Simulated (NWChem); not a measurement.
# CH6BNO2; SMILES CNB(O)O

```xyz
11

B      0.0064    -0.5510     0.0000
N      0.6551     0.7078     0.0000
C     -0.0141     1.9819     0.0000
H      1.6650     0.7567     0.0000
H      0.2296     2.5883    -0.8912
H      0.2296     2.5883     0.8912
H     -1.0993     1.8146     0.0000
O     -1.3633    -0.5923     0.0000
H     -1.6728    -1.5023     0.0000
O      0.6832    -1.7512     0.0000
H      1.6386    -1.6614     0.0000
```
Atoms are numbered in this order, from 1.

Level: PBE0/def2-SVP (NWChem), optimised geometry, unscaled harmonic frequencies. 

```
frequency (cm⁻¹)  IR intensity (km/mol)
----------------  ---------------------
119                                 0.9
144                                15.4
236                                 3.0
340                                55.3
422                                19.7
469                                 7.7
517                               212.9
525                                 7.5
654                                90.1
832                                11.4
978                               140.0
1017                              136.9
1105                               10.2
1149                                0.2
1185                                0.6
1341                              179.3
1426                              117.8
1472                                4.9
1480                               68.2
1485                              160.4
1583                              380.8
3020                               81.8
3082                               45.1
3175                                3.7
3669                               17.9
3935                               91.9
3950                               59.2
```

| Property | Value |
|---|---|
| zero-point energy | 56.2 kcal/mol |
| thermal correction to the enthalpy at 298.15 K (with zero-point energy) | 60.8 kcal/mol |
| heat capacity Cv | 21.9 cal/(mol K) |
| entropy at 298.15 K and 1 atm (symmetry number 1) | 77.2 cal/(mol K) |
| dipole moment | 1.94 D |

Rigid rotor and harmonic oscillator.
